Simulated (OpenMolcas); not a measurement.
Os4+ among 4 point charges of -2.5 e arranged as a tetrahedron (Td).

| Item | Value |
| --- | --- |
| Program | OpenMolcas |
| Method | SS-CASPT2, IPEA 0.25 Eh, imaginary shift 0.1 Eh (closed shells correlated: 4f 5s 5p) |
| Basis | ANO-RCC-VTZP [8s7p5d3f2g1h] |
| Scalar Hamiltonian | DKH2, point nucleus |
| Active space | 4 electrons in 5 orbitals (5d) |
| State averaging | 2S+1 = 5 even, 5 roots; 2S+1 = 3 even, 45 roots; 2S+1 = 1 even, 50 roots |
| Spin-orbit coupling | state interaction with AMFI integrals over the reference wave functions |

All point charges move together. At R = 1.91 Å the first state of the same spin is 5160 cm-1, and at R = 2.22 Å it is 3030 cm-1.

Q: A third run gives 4130 cm-1. What distance was it run at?

A: With a power law R^-n the two known points give n = -ln(3030 / 5160) / ln(2.22 / 1.91) = 3.54. Then R = 1.91 × (5160 / 4130)^(1/3.54) = 2.034 Å. The run was at 2.04 Å, so the estimate is off by -0.006 Å.

Roots that are degenerate in the reference are averaged as groups; the widest CASPT2 spread within a group is 450 cm-1 (the 3-fold group of multiplicity 3 near 40700 cm-1 above the lowest state of its run, R = 2.04). Shifts and gaps below about the spread of the groups concerned are not significant. Point charges give a weaker field than real ligands, and real ions of this kind are as a rule low spin; the high spin found here belongs to the model. Free-ion shares, where given, are those of the reference states; single-state CASPT2 does not remix them. Spin-orbit coupling mixes the spin-free states strongly: the lowest level takes only 50 % from its leading state, 5T2 (figures for R = 1.91; the like holds for R = 2.04, R = 2.22). The ground term spreads over less than 5000 cm-1, several times less than with real ligands, so orbital moments are less quenched and χT lies further from the spin-only value than at real sites (holds for R = 2.04; R = 2.22). This is an electrostatic model: the charges have no orbitals. No measured value stands beside these numbers.
